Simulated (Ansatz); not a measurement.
Coupled-cluster diagnostics for the cluster Be7, Ansatz.

Geometry of the singlet (r2SCAN/def2-TZVP):

```xyz
7

Be    1.3284    0.3937    0.3853
Be   -0.6356    0.7439   -0.1255
Be    0.0890    0.7697    1.9048
Be   -1.6441   -1.1210   -0.5160
Be    0.2202   -0.8175   -1.1632
Be   -0.3689   -0.9548    1.0100
Be    1.0109    0.9859   -1.4953
```

Correlated methods freeze no core orbitals. Another isomer (singlet) lies 0.51 eV lower at PBE0/def2-TZVP; other spin states weren't run for this one.

(1) Estimate the CCSD(T) correlation energy, the shares of MP2 and (T), T1 and the reference's ⟨S²⟩ for: charge 0, singlet, own geometry in def2-TZVPP; and the rough time on 4 threads of Arm Neoverse V1 on a shared host.

Results:

(1) 
| state | basis | correlation (eV) | MP2 share (%) | (T) share (%) | T1 | ⟨S²⟩ (pure) | wall time | remarks |
| --- | --- | --- | --- | --- | --- | --- | --- | --- |
| charge 0, singlet, own geometry | def2-TZVPP | -17.623 | 89.6 | 7.6 | 0.026 | 0.00 (0.00) | 23 s | large T1 (0.026), restricted SCF unstable |
Customary marks for T1 are 0.02 (closed shells), 0.045 (open shells) and about 0.05 (3d metals). T1 exceeds 0.02 in 1 of 1 rows and 0.045 in 0; the higher it lies, the less the single-reference result can be trusted.
